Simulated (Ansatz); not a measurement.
CH$_{4}$OSSi, SMILES `CS[Si]O`, relaxed with RKS PBE0-D4/def2-TZVP in the Gaussian-basis code of Ansatz from a GFN2-xTB geometry. The force threshold is 0.005 eV/Å; the program also tests the step.

Total charge 0; spin multiplicity 1.

Start:

```xyz
8

C     1.382    0.358    0.447
S    -0.229    1.238    0.369
Si   -1.304    0.204   -1.202
O    -2.031   -1.190   -0.747
H     1.211   -0.709    0.539
H     1.886    0.739    1.329
H     1.959    0.586   -0.443
H    -2.875   -1.226   -0.292
```

| step | energy (eV) | largest force (eV/Å) | largest move (Å) |
| --- | --- | --- | --- |
| 1 | -21853.9400 | 1.171 | 0.000 |
| 2 | -21854.0767 | 0.475 | 0.199 |
| 3 | -21854.1566 | 1.857 | 0.197 |
| 4 | -21854.2374 | 2.924 | 0.191 |
| 5 | -21854.4758 | 0.559 | 0.200 |
| 6 | -21854.5512 | 0.702 | 0.200 |
| 7 | -21854.6419 | 0.861 | 0.200 |
| 8 | -21854.7519 | 0.486 | 0.195 |
| 9 | -21854.8204 | 0.758 | 0.195 |
| 10 | -21854.8738 | 0.282 | 0.200 |
| 11 | -21854.8954 | 0.243 | 0.200 |
| 12 | -21854.9037 | 0.199 | 0.133 |
| 13 | -21854.9073 | 0.184 | 0.041 |
| 14 | -21854.9089 | 0.067 | 0.040 |
| 15 | -21854.9097 | 0.025 | 0.018 |
| 16 | -21854.9097 | 0.008 | 0.008 |
| 17 | -21854.9097 | 0.008 | 0.002 |
| 18 | -21854.9097 | 0.001 | 0.001 |

End:

```xyz
8

C     1.434    0.314    0.496
S    -0.296   -0.162    0.752
Si   -0.986   -0.110   -1.279
O    -2.568   -0.539   -1.088
H     2.081   -0.484    0.856
H     1.640    1.228    1.051
H     1.631    0.486   -0.565
H    -2.937   -0.733   -0.222
```

It took 48 s on 2 threads of an AMD EPYC 7R13 on a shared host, with 0.38 GiB of host memory at the peak.
